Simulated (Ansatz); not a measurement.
`FB(F)Cl` + `N#[C][GaH][Cl]` → `N#CB(F)Cl` + `[F][GaH][Cl]`  (redistribution)

Calculated with Ansatz (gas phase, PBE0-D4/def2-TZVP geometries, no zero-point term in ΔE). CBS: MP2 limit from def2 TZ/QZ plus the TZ coupled-cluster correction, frozen cores. This one scheme is used for every species. Functionals use def2-TZVPP. For Ga outer-core shells are correlated without core-valence functions, which leaves a few kJ/mol of doubt a bond. Scalar relativity is left out up to krypton.

| species | r2SCAN energy (Eh) |
| --- | --- |
| `FB(F)Cl` | -684.88729 |
| `N#[C][GaH][Cl]` | -2478.50646 |
| `N#CB(F)Cl` | -677.80258 |
| `[F][GaH][Cl]` | -2485.57040 |

(1) Work out ΔE.

Largest T1 diagnostic among the species: 0.014.

Answers

(1) ΔE = (-677.80258) + (-2485.57040) − (-684.88729) − (-2478.50646) = 0.02077 Eh = +13.0 kcal/mol. CCSD(T)/CBS gives +14.8 kcal/mol.

From BLYP to BHLYP (50 % exact exchange), in def2-TZVPP and without D4, ΔE moves by +4.0 kcal/mol. Leaving LDA and LC-ωPBE aside and taking each functional with its dispersion term where it has one, the values, not all of them listed here, spread over 4.1 kcal/mol, from BLYP-D4 to BHLYP-D4. LDA lies +1.6 kcal/mol from PBE without D4.
